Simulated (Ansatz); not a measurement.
Isolated molecules relaxed with PBE0-D4/def2-TZVP in Ansatz; ΔE leaves out vibrations. CCSD(T)/CBS adds triple-zeta CCSD(T) − MP2 to the extrapolated MP2 energy (def2 sets, frozen cores). This one scheme is used for every species, atoms too. DFT in def2-TZVPP. B3LYP here is the variant with VWN-RPA as its local correlation; programs differ in this. HSE06 is defined as in plane-wave codes. No spin–orbit coupling; open shells (•) take unrestricted orbitals. Spin–orbit coupling would lower the free atoms: a little for C, S; strongly for Sn. def2 core potentials past Kr. Bonds to Sn are less sure, by a few kJ/mol each and by 10 to 20 or more in all where they break to atoms, as the def2 sets lack core-valence functions. One conformer a species, not always the lowest.

`C[S][Sn]([S]C)([S]C)[S]C` → 4 C• + 12 H• + 4 S• + Sn•  (atomization)

| level | ΔE (kJ/mol) | difference from CCSD(T)/CBS |
| --- | --- | --- |
| LDA (SPW92) | 8463.1 | 1037.9 |
| PBE-D4 | 7549.4 | 124.2 |
| revPBE-D4 | 7384.2 | -41.0 |
| BLYP-D4 | 7351.4 | -73.8 |
| B97M-V | 7464.3 | 39.1 |
| PBE0-D4 | 7445.8 | 20.6 |
| B3LYP-D4 | 7381.8 | -43.4 |
| r2SCANh-D4 | 7394.1 | -31.1 |
| r2SCAN0-D4 | 7340.0 | -85.2 |
| BHLYP-D4 | 7205.2 | -220.0 |
| CAM-B3LYP-D4 | 7376.8 | -48.4 |
| ωB97X-V | 7438.2 | 13.0 |
| ωB97M-V | 7432.6 | 7.4 |
| B2PLYP | 7270.1 | -155.1 |
| PBE-QIDH | 7368.5 | -56.7 |
| PBE | 7472.8 | 47.6 |
| revPBE | 7198.6 | -226.6 |
| BLYP | 7194.0 | -231.2 |
| r2SCAN | 7411.5 | -13.7 |
| PBE0 | 7378.2 | -47.0 |
| r2SCANh | 7371.3 | -53.9 |
| r2SCAN0 | 7314.7 | -110.5 |
| HSE06 | 7386.0 | -39.2 |
| BHLYP | 7097.9 | -327.3 |
| CAM-B3LYP | 7305.6 | -119.6 |
| LC-ωPBE | 7305.1 | -120.1 |
| HF/def2-SVP | 5331.0 | -2094.2 |
| MP2/def2-SVP | 6968.0 | -457.2 |
| CCSD/def2-SVP | 6832.9 | -592.3 |
| CCSD(T)/def2-SVP | 6920.5 | -504.7 |
| HF/def2-TZVPP | 5334.5 | -2090.7 |
| MP2/def2-TZVPP | 7287.2 | -138.0 |
| SCS-MP2/def2-TZVPP | 7246.1 | -179.1 |
| CCSD/def2-TZVPP | 7070.0 | -355.2 |
| CCSD(T)/def2-TZVPP | 7199.6 | -225.6 |
| MP2/def2-QZVPP | 7419.0 | -6.2 |
| SCS-MP2/def2-QZVPP | 7391.0 | -34.2 |
| HF/CBS(def2) | 5342.4 | -2082.8 |
| MP2/CBS(def2) | 7512.9 | 87.7 |
| CCSD/CBS(def2) | 7295.6 | -129.6 |
| CCSD(T)/CBS | 7425.2 | 0 |

Largest T1 diagnostic among the species: 0.012.

From r2SCAN to r2SCAN0 (25 % exact exchange), in def2-TZVPP and without D4, ΔE moves by −96.8 kJ/mol: exact exchange takes away binding that semilocal exchange gives to molecules. The D4 term adds +122.9 kJ/mol with B3LYP and +67.7 kJ/mol with PBE0; it sums over pairs of atoms, weighted by their polarisabilities, and B3LYP, whose exchange is more repulsive, gets the larger term. At CCSD(T), def2-SVP lies −504.7 kJ/mol from the extrapolated value and def2-TZVPP −225.6 kJ/mol: correlation converges slowly with the basis, and small sets miss more of it in the bonded molecule than in its fragments.

For atomizations the MP2-based limit and the directly extrapolated one differ by several kJ/mol either way, and by 10 to 25 for some Ge, Se and Sn compounds, so smaller differences from it don't rank the levels.
